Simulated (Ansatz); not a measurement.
Li8Al⁻, 9 atoms. Hardware: 4 threads of Arm Neoverse V2 on a shared host.

Correlated methods freeze 5 core orbitals; core or outer-core shells of Li are correlated, in sets that lack core-valence functions.

(1) How many basis functions does each of these Ansatz runs have, and roughly what does it cost? r2SCAN0-D4/def2-TZVPD, charge -1 singlet, energy, from earlier orbitals; B97M-V/def2-TZVPD, charge -1 singlet, energy, from earlier orbitals; r2SCAN-D4/def2-TZVPD, charge 0 doublet at the geometry of the charge -1 singlet, energy, from earlier orbitals; PBE-D4/def2-TZVPD, charge -1 triplet at the geometry of the charge -1 singlet, energy, from earlier orbitals; r2SCAN-D4/def2-TZVPD, charge -1 triplet at the geometry of the charge -1 singlet, energy, from earlier orbitals; PBE0-D4/def2-TZVPD, charge -1 triplet at the geometry of the charge -1 singlet, energy; PBE0-D4/def2-SVP, charge -1 singlet, energy with a search over starts; RPA@PBE/def2-TZVPD, charge -1 singlet, energy, from earlier orbitals; PBE0-D4/def2-SVPD, charge -1 singlet, energy, from earlier orbitals; PBE0-D4/def2-SVP, charge 0 doublet at the geometry of the charge -1 singlet, energy with a search over starts; PBE-D4/def2-TZVPD, charge -1 singlet, energy and forces, from earlier orbitals; LC-ωPBE/def2-TZVPD, charge -1 singlet, energy, from earlier orbitals.

Answers

(1) Other jobs shared the machine, so times can vary by a factor of up to 3. A dash marks memory too small to be measured apart from the calling script's.

```json
{"run": "PBE0-D4/def2-SVPD, charge -1 singlet, energy, from earlier orbitals", "functions": "120", "fitting or Cholesky vectors": "1437", "wall time": "2.1 s", "peak host memory (GiB)": "–"}
{"run": "PBE-D4/def2-TZVPD, charge -1 singlet, energy and forces, from earlier orbitals", "functions": "179", "fitting or Cholesky vectors": "1584", "wall time": "2.7 s", "peak host memory (GiB)": "–"}
{"run": "PBE0-D4/def2-SVP, charge -1 singlet, energy with a search over starts", "functions": "90", "fitting or Cholesky vectors": "1190", "wall time": "4.1 s", "peak host memory (GiB)": "–"}
{"run": "PBE-D4/def2-TZVPD, charge -1 triplet at the geometry of the charge -1 singlet, energy, from earlier orbitals", "functions": "179", "fitting or Cholesky vectors": "1584", "wall time": "5.5 s", "peak host memory (GiB)": "–"}
{"run": "LC-ωPBE/def2-TZVPD, charge -1 singlet, energy, from earlier orbitals", "functions": "179", "fitting or Cholesky vectors": "1584", "wall time": "5.5 s", "peak host memory (GiB)": "–"}
{"run": "r2SCAN0-D4/def2-TZVPD, charge -1 singlet, energy, from earlier orbitals", "functions": "179", "fitting or Cholesky vectors": "1614", "wall time": "6.5 s", "peak host memory (GiB)": "–"}
{"run": "RPA@PBE/def2-TZVPD, charge -1 singlet, energy, from earlier orbitals", "functions": "179", "fitting or Cholesky vectors": "1780", "wall time": "9 s", "peak host memory (GiB)": "0.55"}
{"run": "B97M-V/def2-TZVPD, charge -1 singlet, energy, from earlier orbitals", "functions": "179", "fitting or Cholesky vectors": "1584", "wall time": "11 s", "peak host memory (GiB)": "–"}
{"run": "PBE0-D4/def2-SVP, charge 0 doublet at the geometry of the charge -1 singlet, energy with a search over starts", "functions": "90", "fitting or Cholesky vectors": "1190", "wall time": "17 s", "peak host memory (GiB)": "–"}
{"run": "PBE0-D4/def2-TZVPD, charge -1 triplet at the geometry of the charge -1 singlet, energy", "functions": "179", "fitting or Cholesky vectors": "1614", "wall time": "19 s", "peak host memory (GiB)": "0.86"}
{"run": "r2SCAN-D4/def2-TZVPD, charge 0 doublet at the geometry of the charge -1 singlet, energy, from earlier orbitals", "functions": "179", "fitting or Cholesky vectors": "1584", "wall time": "27 s", "peak host memory (GiB)": "0.69"}
{"run": "r2SCAN-D4/def2-TZVPD, charge -1 triplet at the geometry of the charge -1 singlet, energy, from earlier orbitals", "functions": "179", "fitting or Cholesky vectors": "1584", "wall time": "29 s", "peak host memory (GiB)": "0.69"}
```
